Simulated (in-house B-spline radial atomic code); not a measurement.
## Removing one electron from B⁺

Closed shell [He] 2s2. Computed with a B-spline radial code for spherical atoms: Koopmans values of Dirac-Hartree-Fock plus a diagonal self-energy, in second order or with its direct term screened (direct RPA, with the hole-particle interaction, or full time-dependent Hartree-Fock), linearised in energy; no-pair Dirac-Coulomb Hamiltonian, finite nucleus. Shifts add to the Koopmans value (the ΔSCF shift is orbital relaxation alone); the final value takes TDHF screening with Breit and QED.

Command:
```bash
python run_mb.py task.json out
```
Settings (nuclear radius in fm, box in bohr, cutoff in hartree):
```
basis_form          2
Z                   5
core_configuration  [He] 2s2
rms_radius          2.406
mass_number         11
speed_of_light      137.036
box_radius          21.062
lmax                7
intervals           67
virtual_cutoff      600.0
```

Time taken, with all properties: 1.4 s on 1 thread of Arm Neoverse V1 (shared host).

Energies in eV:

```tsv
subshell	Koopmans	ΔSCF shift	second order	direct RPA	hole-particle	TDHF	Breit + QED	final
2s1/2	23.785	-0.333	?	?	?	?	?	?
```

What does the self-energy do to 2s1/2?

It shifts the removal energy by 0.846 eV in second order, 0.381 with direct RPA, 0.235 with the hole-particle term and 0.629 with TDHF screening (quasi-particle weight 0.943); Breit and QED add -0.002 eV. The final value is 24.413 eV, against 25.155 eV (NIST, measured). The mixing of s² with p² in the ground state is caught to low order only, which falls short in light ions.
